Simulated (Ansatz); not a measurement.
```yaml
crystal:
  periodic: [false, false, false]
  atoms:
    - {symbol: Br, position_ang: [-2.607602, -0.144954, 1.053590]}
    - {symbol: Xx, position_ang: [-0.822628, -0.112205, 0.340648]}
    - {symbol: C, position_ang: [0.586665, -0.003700, 0.534780]}
    - {symbol: C, position_ang: [0.166126, -0.057191, -0.687873]}
    - {symbol: Br, position_ang: [0.316155, 1.526118, -1.813673]}
    - {symbol: H, position_ang: [1.280150, -0.981082, 0.884358]}
    - {symbol: H, position_ang: [1.080102, 0.932573, 1.045608]}
    - {symbol: H, position_ang: [0.366170, -0.955999, -1.435803]}
basis:
  gaussian: {orbitals: "6-31G*", nuclear_model: gaussian}
hamiltonian: {xc: {name: r2SCAN0}}
```

```sh
$ ansatz run in.yaml --threads 4 --pin off --events-out ev --progress --plain --max-ram 10444MiB
```

Output, abridged:

```
Error: YAML parse error: error: line 5 column 16: `Xx` is not an element symbol (H … Og, case-exact)
 --> <input>:5:16
3 |   atoms:
4 |     - {symbol: Br, position_ang: [-2.607602, -0.144954, 1.053590]}
5 |     - {symbol: Xx, position_ang: [-0.822628, -0.112205, 0.340648]}
6 |     - {symbol: C, position_ang: [0.586665, -0.003700, 0.534780]}
7 |     - {symbol: C, position_ang: [0.166126, -0.057191, -0.687873]}
```

What is wrong with this run?

An element symbol is wrong. The program refused the input.
